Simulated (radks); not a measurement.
Question: P9+, 6 electrons, occupied as 2s2 2p2 3s2 (not the ground configuration). All-electron calculation, non-relativistic Kohn-Sham, B86b exchange with PBE correlation, spin-polarised, spherical densities, point nucleus; open shells are filled with parallel spins first. Program: a radial shooting solver on a logarithmic mesh with Libxc functionals. Some entries of the table are withheld. Estimate them.

| orbital | occ. | eigenvalue (eV) | r(max) (bohr) | <r^2> (bohr^2) |
|---|---|---|---|---|
| 2s up | 1 | -518.9229 | 0.3619 | 0.2110 |
| 2s down | 1 | -507.5099 | 0.3640 | 0.2153 |
| 2p up | 2 | -499.8876 | 0.2813 | 0.1563 |
| 2p down | 0 | -483.0209 | 0.2864 | 0.1623 |
| 3s up | 1 | -186.8561 | 0.9983 | 1.282 |
| 3s down | 1 | -185.2297 | 1.008 | 1.305 |
| 3p up | 0 | (1) | 0.9462 | 1.193 |
| 3p down | 0 | (2) | 0.9633 | 1.230 |
| 3d up | 0 | (3) | 0.7602 | 0.9492 |
| 3d down | 0 | (4) | 0.7881 | 0.9908 |

Answer: 
(1) 3p up eigenvalue (eV): -178.0750
(2) 3p down eigenvalue (eV): -175.4776
(3) 3d up eigenvalue (eV): -161.2687
(4) 3d down eigenvalue (eV): -158.6614
